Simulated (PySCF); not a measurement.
SMILES [SeH]c1ccc(cc1)C#N (C7H5NSe) at its GFN2-xTB optimised geometry (Å):

```
14

N     -1.9744    -3.5487     0.0047
C     -1.3997    -2.5566     0.0016
C     -0.6925    -1.3335     0.0000
C     -1.3901    -0.1242    -0.0011
C     -0.7007     1.0698    -0.0010
C      0.6902     1.0668    -0.0001
Se     1.6920     2.6920     0.0006
C      1.3884    -0.1374     0.0000
C      0.7040    -1.3335     0.0000
H     -2.4702    -0.1301    -0.0016
H     -1.2415     2.0062    -0.0019
H      0.5251     3.5487    -0.0002
H      2.4702    -0.1291     0.0002
H      1.2394    -2.2713     0.0003
```

Level of theory: B3LYP/def2-TZVP (PySCF). Cells within 0.4 Å of a nucleus heavier than hydrogen are left out (blank, or x).

Map of the Laplacian of the electron density (e/bohr⁵), clipped to [-1.50, 1.50] on the plane z = 0.0 Å:

```
|55555555555555555555555555555|
|55555555555555555555555555555|
|55555555555555555555555555555|
|55555555555555555555555555555|
|55555555555555555555555555555|
|55555555555555545555555555555|
|55555555555555503585555555555|
|555555555555555549x9555555555|
|555555555555555559x9555555555|
|55555555555055555999555555555|
|55555555555125554455555555555|
|555555555554xx3xx455555555555|
|555555555554xx3xx455555555555|
|55555555555225552255555555555|
|5555555502xx45554xx2055555555|
|55555555444x45554x54455555555|
|55555555555315551355555555555|
|555555555555xx1xx555555555555|
|55555555555455443455555555555|
|55555555554235553055555555555|
|5555555555xx45555455555555555|
|55555555540355555555555555555|
|555555555xx555555555555555555|
|555555555x1555555555555555555|
|55555555555555555555555555555|
|55555555555555555555555555555|
|55555555555555555555555555555|
|55555555555555555555555555555|
|55555555555555555555555555555|
```
Scale: ten equal steps from -1.50 (start of '0') to 1.50 (end of '9'), in the order '0123456789'; x runs from -6.00 to 6.00, y from -6.00 (bottom) to 6.00 (top).
